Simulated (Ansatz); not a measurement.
Several settings on one geometry of the cluster Ni₂H₄⁻ (that of the charge -1 doublet, PBE-D4/def2-TZVPD). Ansatz on 4 threads of Arm Neoverse V2 on a shared host; times are rough.

```xyz
6

Ni   -1.1706   -0.1912   -0.2429
Ni    1.1873   -0.2246   -0.0773
H    -2.3929    0.7552   -0.1125
H     2.4052    0.6877    0.2244
H    -0.0494    0.2751    0.7592
H     0.0203   -1.3022   -0.5508
```

Totals from different functionals, basis sets or treatments of relativity can't be compared as stabilities.

The 6-31G sets use Cartesian d functions. A multiply charged anion in the gas phase is held together partly by the finite basis.

At PBE0-D4/def2-TZVPD a quartet lies 0.05 eV below the doublet of charge -1, at its own geometry.

The spins typed aren't always the lowest for that charge.

(1) Give the basis size and estimate the energy, ⟨S²⟩ and time of these runs.

```csv
run,method,charge,state,further keys
1,UKS ωB97X-V/def2-mTZVPP,-1,doublet,forces asked
2,ROKS B97M-V/6-31G*,-1,quartet,forces asked
3,UKS revPBE/def2-mTZVP,-1,doublet,"final_grid: {core_spheres: 20, valence_spheres: 16, degree: 47}; scf: {omitted_lower_state_checks: [starts]}"
4,RKS revPBE0/def2-SVPD,-2,singlet,forces asked
```

Results:

(1) 
```json
{"run": "1", "functions": "86", "energy (Eh)": "-3018.6845", "⟨S²⟩": "1.08", "wall time": "19 s"}
{"run": "2", "functions": "80", "energy (Eh)": "-3017.8793", "⟨S²⟩": "–", "wall time": "92 s"}
{"run": "3", "functions": "78", "energy (Eh)": "-3018.8689", "⟨S²⟩": "0.76", "wall time": "5.5 s"}
{"run": "4", "functions": "100", "energy (Eh)": "-3018.2006", "⟨S²⟩": "–", "wall time": "2.5 s"}
```

The highest occupied level of an anion often lies above zero with these methods, and sets without diffuse functions describe the outer electron poorly. At UKS ωB97X-V/def2-mTZVPP the charge -1 doublet is spin-contaminated (final ⟨S²⟩ up to 1.08, 0.75 for a pure state). This restricted singlet of an open-shell metal wasn't tested against broken symmetry or higher spin.
